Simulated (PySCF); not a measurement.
Radial density of P⁺ (phosphorus, charge +1)

UHF, [Ne] 3s2 3p1 3d1, one real determinant (an excited configuration). Calculation: PySCF 2.14, in aug-cc-pCVQZ-DK (10s9p7d5f3g, 134 functions); scalar relativity by spin-free X2C-1e.

| r (bohr) | 4πr²ρ (e/bohr) | 4πr²(ρα − ρβ) |
| --- | --- | --- |
| 0.00163 | 0.08362 | 0.0000 |
| 0.00275 | 0.2192 | 0.0000 |
| 0.00462 | 0.5655 | 0.0000 |
| 0.00777 | 1.412 | -0.0001 |
| 0.0131 | 3.326 | -0.0003 |
| 0.0220 | 7.083 | -0.0004 |
| 0.0370 | 12.67 | 0.0001 |
| 0.0622 | 16.96 | 0.0049 |
| 0.105 | 14.82 | 0.0257 |
| 0.176 | 10.73 | 0.0779 |
| 0.296 | 14.77 | 0.1172 |
| 0.498 | 13.48 | 0.0336 |
| 0.838 | 3.871 | 0.0927 |
| 1.41 | 2.099 | 0.6140 |
| 2.37 | 1.266 | 0.6333 |
| 3.99 | 0.2871 | 0.2586 |
| 6.71 | 0.04625 | 0.0462 |
| 11.3 | 5.476e-05 | 0.0001 |

Densities and radii are taken from the X2C orbitals without a picture-change correction, which distorts them close to the nucleus.

⟨L²⟩ = 8.03 against 12 for a pure F term, so this real determinant mixes terms. The outer electron is Rydberg-like, and this basis confines it to a smaller radius and binds it less than a complete one would.
